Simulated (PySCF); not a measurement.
Gas-phase reaction: 2 SnF3 + H2 = 2 SnHF3. Level: PBE0/def2-QZVP†; standard pressure 1 bar.

Computed with PySCF and rigid-rotor harmonic-oscillator thermochemistry at 1 bar. † marks an energy on the PBE0/def2-TZVP geometry and frequencies. Open shells (unrestricted): SnF3 (multiplicity 2); the rest are closed-shell singlets. Sn: scalar-relativistic def2 core potential, no spin-orbit coupling. SnF3, SnHF3: computed as isolated molecules; such fragments, hydroxides, amides, oligomers or adducts are transient or little studied in the gas. The harmonic model lacks anharmonicity and excited electronic states, which grow with temperature; levels with a mode under 35 cm⁻¹ are left out.

```tsv
T (K)	1000/T (1/K)	log10 K
500	2.0000	9.98
600	1.6667	7.09
800	1.2500	?
1000	1.0000	1.34
1200	0.8333	-0.07
1400	0.7143	-1.06
```

Task: Fit log10 K = a + b·(1000/T) to the five rows, get the mean ΔH° and ΔS°, and predict log10 K at 800 K.

Result: Means: 1000/T = 1.2429, log10 K = 3.456. Sums of products about the means: Sxy = 10.82479, Sxx = 1.258997, so b = Sxy/Sxx = 8.60 and a = 3.456 − (8.60)×1.2429 = -7.23.
ΔH° = −R ln 10 × 1000 K × b = −19.145 × (8.60) = -165 kJ; ΔS° = R ln 10 × a = -138 J/K. The run's own values go from -166 kJ and -141 J/K at 500 K to -158 kJ and -134 J/K at 1400 K.
Prediction at 800 K: -7.23 + (8.60)×1.2500 = 3.52. The computed value is 3.49, 0.03 from the line.
For scale, ΔH°(298 K) is -165 kJ at this level, -176 kJ at ωB97M-V/def2-TZVP†, and runs from -195 to -111 kJ over the 17 levels computed.
